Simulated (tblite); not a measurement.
Cl2Se, charge +1, doublet, geometry from GFN2-xTB (a state made from the parent by changing its charge; the spin is typed, not shown lowest); GFN1-xTB (tblite 0.6.0).

Input for tblite:
```
$ tblite run mol.xyz --method gfn1 --charge 1 --spin 1 --grad --json tblite.json --no-restart

# file mol.xyz
3

Se     0.00125977     0.00114573     0.64595924
Cl     1.04566240     1.26466714    -0.65024613
Cl    -1.04818193    -1.26695861    -0.64167234
```

Task: What does tblite print? Leave out banner, timings and long lists.

Result: 
```
xTB calculator
 | screened Coulomb repulsion
 | Coulomb electrostatics
 |  * isotropic Klopman-Ohno-Mataga-Nishimoto electrostatics
 |  * onsite third-order electrostatics
 | DFT-D3(BJ) dispersion correction

halogen bonding energy    0.0000000000000E+00 Eh
repulsion energy          7.7699576956670E-03 Eh
dispersion energy        -1.1490653010529E-03 Eh
number of electrons       1.9000000000000E+01 e
integral cutoff           2.0076194534669E+01 bohr

------------------------------------------------------------
  cycle        total energy    energy error   density error
------------------------------------------------------------
      1     -11.33470876623  -1.1341330E+01   1.3757263E-01
      2     -11.33454996132   1.5880492E-04   7.4460521E-02
      3     -11.32988180189   4.6681594E-03   6.9048152E-02
      4     -11.33480772545  -4.9259236E-03   1.1886480E-03
      5     -11.33480859731  -8.7186334E-07   6.3682711E-04
      6     -11.33480886719  -2.6988201E-07   1.5109603E-06
------------------------------------------------------------

electronic energy        -1.1341429759586E+01 Eh
total energy             -1.1334808867191E+01 Eh

Post processing:
 | Mayer-Wiberg bond orders

[Info] Tight-binding results written to 'tblite.txt'
[Info] JSON dump of results written to 'tblite.json'
```
